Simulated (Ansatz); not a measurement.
C$_{2}$H$_{7}$FSi$_{2}$, relaxed with RKS PBE-D4/def2-SVP in Ansatz 0.2.0 from a rough embedded geometry. The force threshold is 0.03 eV/Å; the program also tests the step.

The species carries charge 0 and has multiplicity 1. The bonds changed during the relaxation, so this is another structure than the one it started from.

Start:

```xyz
12

C    -0.430   -1.482   -0.777
Si   -0.295   -0.702    0.828
C    -0.480    1.018    0.900
Si    0.891    1.749   -0.064
F     0.559    1.523   -1.631
H    -1.238   -1.081   -1.439
H     0.503   -1.417   -1.399
H    -0.628   -2.559   -0.719
H     0.834   -1.185    1.583
H    -0.474    1.443    1.929
H    -1.473    1.399    0.548
H     2.232    1.295    0.241
```

(1) By how much does the energy fall, and how many steps does the optimiser take? (Best estimate.)

(2) Which bonds change most? (Best estimate.)

(3) Give the relaxed structure. (An estimate is asked.)

## Answers

(1) Computed: 37.47 kcal/mol, in 19 steps.

(2) The calculation gave: Si2–H12 from 3.274 to 1.575 Å; Si2–Si4 from 2.866 to 2.688 Å; Si2–C3 from 1.732 to 1.875 Å; C3–Si4 from 1.828 to 1.946 Å.

(3) The calculation gave: 
```xyz
12

C    -0.329   -1.445   -0.812
Si    0.278   -0.441    0.654
C    -0.492    1.261    0.814
Si    1.091    2.032   -0.014
F     0.677    1.664   -1.600
H    -1.382   -1.758   -0.667
H    -0.272   -0.797   -1.710
H     0.292   -2.347   -0.978
H     0.469   -1.197    1.938
H    -0.648    1.591    1.860
H    -1.416    1.388    0.215
H     1.732    0.048    0.300
```
